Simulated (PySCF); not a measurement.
W(NH)(S)(OH)(NH2) (H4N2OSW), SMILES [NH]=[W]([NH2])([OH])=[S], multiplicity 1.

Coordinates come from a PBE0-D3(BJ)/def2-SVP optimisation. The multiplicity is an assumed one; no other spin state was optimised. The structure was generated by enumeration; whether it is a known compound was not checked. The def2 effective core potentials stand for the cores of W; spin–orbit coupling is left out. Other conformers were not sampled.

Computed with r2SCAN/def2-TZVP run with PySCF.

The molecule is in vacuum.

Q: Estimate the frontier levels, gap, dipole moment and polarisability. (The exact figures need the calculation; the answer reports its results.)

A: 
The highest occupied level comes out as -6.21 eV, the lowest empty level comes out as -2.20 eV and the orbital gap is 4.01 eV. The dipole moment is 3.75 D and the quadrupole, principal values (traceless, Buckingham form, about the centre of nuclear charge) is -8.15, -1.81, 9.96 D·Å. The mean static polarisability comes out as 79.4 bohr³ (11.77 Å³). The polarisability, principal values is 67.9, 73.9, 96.5 bohr³.
